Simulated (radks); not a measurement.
The numbers below are computed, except where a source is named.
Excited configurations of the sulfur ion S3+: one electron is placed in a higher orbital outside [Ne] 3s2. The ground configuration is [Ne] 3s2 3p1. Code: a radial shooting solver on a logarithmic mesh with Libxc functionals. Model: scalar-relativistic Kohn-Sham, BLYP, spin-polarised, spherical densities, point nucleus; open shells are filled with parallel spins first. Excitation = E - E(ground); binding = E(ion) - E, where the ion is the core of charge +4; n* = 4/sqrt(2 binding) in atomic units, and the quantum defect is n - n*.

[
 {"outer orbital": "4d", "excitation (eV)": "30.704", "binding (eV)": "16.441", "quantum defect": "0.361", "<r> (bohr)": "4.316"},
 {"outer orbital": "5s", "excitation (eV)": "32.786", "binding (eV)": "14.359", "quantum defect": "1.106", "<r> (bohr)": "5.842"},
 {"outer orbital": "5d", "excitation (eV)": "36.705", "binding (eV)": "10.440", "quantum defect": "0.434", "<r> (bohr)": "7.257"},
 {"outer orbital": "5f", "excitation (eV)": "37.675", "binding (eV)": "9.470", "quantum defect": "0.205", "<r> (bohr)": "7.276"},
 {"outer orbital": "6p", "excitation (eV)": "38.660", "binding (eV)": "8.485", "quantum defect": "0.935", "<r> (bohr)": "9.674"},
 {"outer orbital": "6d", "excitation (eV)": "39.901", "binding (eV)": "7.244", "quantum defect": "0.518", "<r> (bohr)": "10.87"},
 {"outer orbital": "6f", "excitation (eV)": "40.439", "binding (eV)": "6.706", "quantum defect": "0.302", "<r> (bohr)": "11.02"},
 {"outer orbital": "7d", "excitation (eV)": "41.814", "binding (eV)": "5.331", "quantum defect": "0.610", "<r> (bohr)": "15.11"}
]

The Delta-SCF ionisation energy is 47.145 eV (NIST Atomic Spectra Database: 47.22 eV, semi-empirical). Self-interaction in the functional shifts the binding energies and quantum defects, so they are the method's values and not measured ones. Open shells are spherical and high-spin; term and fine-structure splittings are not resolved.
